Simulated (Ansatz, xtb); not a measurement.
# Relative energy of two structures of CH4SiSn+

Structure a is a doublet given by its coordinates and structure b is a doublet given by its coordinates. Both are isolated ions in the gas phase, relaxed with B3LYP-D3(BJ)/def2-SVP.

a (Å):

```yaml
atoms:
  - { symbol: C, position_ang: [-0.4548, -0.8238, 0.7128] }
  - { symbol: Si, position_ang: [0.5638, -0.5235, -0.7383] }
  - { symbol: Sn, position_ang: [-0.6035, 1.4705, 1.2367] }
  - { symbol: H, position_ang: [-1.4896, -1.1650, 0.5573] }
  - { symbol: H, position_ang: [0.0154, -1.3023, 1.5853] }
  - { symbol: H, position_ang: [2.0338, -0.4480, -0.6153] }
  - { symbol: H, position_ang: [-0.0645, -0.2573, -2.0482] }
```

Close contacts (Å): C1–Si2 1.80, C1–Sn3 2.36, Si2–Sn3 3.04, C1–H4 1.10, C1–H5 1.10, Si2–H6 1.48, Si2–H7 1.48.

b (Å):

| atom | x (Å) | y (Å) | z (Å) |
| --- | --- | --- | --- |
| C | -0.6363 | -2.5846 | -0.7220 |
| Si | -0.3795 | 1.9314 | 0.3057 |
| Sn | -0.2035 | -0.5552 | -0.0928 |
| H | -1.0832 | -2.5373 | -1.7267 |
| H | 0.3150 | -3.1378 | -0.7463 |
| H | -1.3325 | -3.0329 | 0.0023 |
| H | -1.6154 | 1.1857 | -0.4022 |

Close contacts (Å): C1–Sn3 2.17, Si2–Sn3 2.52, C1–H4 1.10, C1–H5 1.10, C1–H6 1.10, Si2–H7 1.61, Sn3–H7 2.26.

Quicker runs give these differences E(b) − E(a): GFN2-xTB −12.4 kcal/mol; HF/STO-3G +10.6 kcal/mol (at GFN2-xTB geometries); r2SCAN-D4/def2-SVP +26.8 kcal/mol (at GFN2-xTB geometries).

**Question.** Which of the two would you expect CCSD(T)/def2-SVP + ΔMP2/def2-TZVPP electronic energies to favour?

**Answer.** Structure a; the calculation gives E(b) − E(a) = +20.1 kcal/mol.

How the difference moves with the method:

```csv
level,geometry,E(b) − E(a) (kcal/mol),departure from the last row (kcal/mol),"job, with rough time for the two"
GFN2-xTB,GFN2-xTB,−12.4,−32.5,"optimisation, 0.16 s"
HF/STO-3G,GFN2-xTB,+10.6,−9.5,"single point, 8.3 s"
r2SCAN-D4/def2-SVP,GFN2-xTB,+26.8,+6.7,"single point, 9.3 s"
B3LYP-D3(BJ)/def2-SVP,B3LYP-D3(BJ)/def2-SVP,+21.7,+1.6,"optimisation, 1.9 min"
HF/def2-SVP,B3LYP-D3(BJ)/def2-SVP,+28.7,+8.6,part of the CCSD(T) run
MP2/def2-SVP,B3LYP-D3(BJ)/def2-SVP,+22.8,+2.7,part of the CCSD(T) run
CCSD(T)/def2-SVP,B3LYP-D3(BJ)/def2-SVP,+20.1,0.0,single point
CCSD(T)/def2-SVP + ΔMP2/def2-TZVPP,B3LYP-D3(BJ)/def2-SVP,+20.1,,"single point, 71 s"
```

GFN2-xTB puts the two in the other order. The largest departure from CCSD(T)/def2-SVP + ΔMP2/def2-TZVPP is that of GFN2-xTB, 32.5 kcal/mol. The last row adds to CCSD(T) the change of the MP2 difference between the two basis sets, here 0.0 kcal/mol.

With harmonic frequencies from B3LYP-D3(BJ)/def2-SVP (ideal gas, rigid rotor, one conformer each, 298.15 K, 1 atm): on the last row, ΔE + ΔZPE = +20.2 kcal/mol. A mode under 50 cm⁻¹ makes harmonic enthalpies and free energies unreliable, so none is given.

Open shells are spin-unrestricted. The correlated steps freeze 10 core orbitals; the filled d shell of Sn is correlated, in a basis made for valence electrons. Atoms past krypton carry core potentials in the def2 sets, other sets are all-electron and non-relativistic, and no spin–orbit term is included. Run with Ansatz 0.2.0, xtb 6.7.1; the last row on 1 thread of Arm Neoverse V2 on a shared host.
